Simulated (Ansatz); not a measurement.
`[OH][Al][Br]`, charge 0, multiplicity 2.

Question: Give a relaxed structure at PBE0-D4/def2-TZVP (the Gaussian-basis code of Ansatz). (Best estimate.)

Answer: Computed: 
```xyz
4

O     0.803   -0.604    0.173
Al   -0.157    0.752   -0.159
Br   -2.403    0.426   -0.244
H     1.757   -0.574    0.230
```
Point group Cs.
